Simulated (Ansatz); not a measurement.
Calculated with Ansatz (gas phase, PBE0-D4/def2-TZVP geometries, no zero-point term in ΔE). CCSD(T)/CBS adds triple-zeta CCSD(T) − MP2 to the extrapolated MP2 energy (def2 sets, frozen cores). For Ge outer-core shells are correlated without core-valence functions, which leaves a few kJ/mol of doubt a bond. Scalar relativity is left out up to krypton. Each species was taken in one conformer, which may not be the lowest.

Reaction (formal exchange of groups at the Si–Ge bond): `[SiH3][GeH2][SiH2][GeH2][SiH2][GeH3]` + `CO[SiH](N)O` → `CO[Si](N)(O)[SiH3]` + `[GeH3][SiH2][GeH2][SiH2][GeH3]`

| species | MP2/def2-TZVPP energy (Eh) |
| --- | --- |
| `[SiH3][GeH2][SiH2][GeH2][SiH2][GeH3]` | -7102.26510 |
| `CO[SiH](N)O` | -536.29448 |
| `CO[Si](N)(O)[SiH3]` | -826.52007 |
| `[GeH3][SiH2][GeH2][SiH2][GeH3]` | -6812.02516 |

Question: Work out ΔE.

Answer: ΔE = (-826.52007) + (-6812.02516) − (-7102.26510) − (-536.29448) = 0.01435 Eh = +9.0 kcal/mol. CCSD(T)/CBS gives +8.1 kcal/mol.

Largest T1 diagnostic among the species: 0.013.

From PBE to PBE0 (25 % exact exchange), in def2-TZVPP and without D4, ΔE moves by +0.9 kcal/mol. The D4 term adds +0.8 kcal/mol with B3LYP and +0.5 kcal/mol with PBE0; it sums over pairs of atoms, weighted by their polarisabilities, and B3LYP, whose exchange is more repulsive, gets the larger term.

B3LYP here is the variant with VWN-RPA as its local correlation; programs differ in this.
